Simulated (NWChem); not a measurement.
TiH₄O; SMILES [OH][TiH3]

```xyz
6

Ti     0.0000     0.0000     0.4777
O      0.0000     0.0000    -1.2413
H      0.0000     0.0000    -2.2016
H      1.5416     0.4820     0.9922
H     -0.3534    -1.5761     0.9922
H     -1.1883     1.0941     0.9922
```
Atoms are numbered in this order, from 1.

Coordinates come from a PBE0/def2-SVP optimisation.

List the 4 lowest vertical singlet excitations from PBE/def2-SVPD, TDA (NWChem).


| state | energy (eV) | oscillator strength | leading excitation (squared amplitude) |
|---|---|---|---|
| S1 | 3.36 | 0.000 | HOMO−1 → LUMO+1 (0.50) |
| S2 | 3.47 | 0.000 | HOMO → LUMO (0.43) |
| S3 | 3.47 | 0.000 | HOMO−1 → LUMO (0.43) |
| S4 | 3.77 | 0.003 | HOMO → LUMO+1 (0.46) |
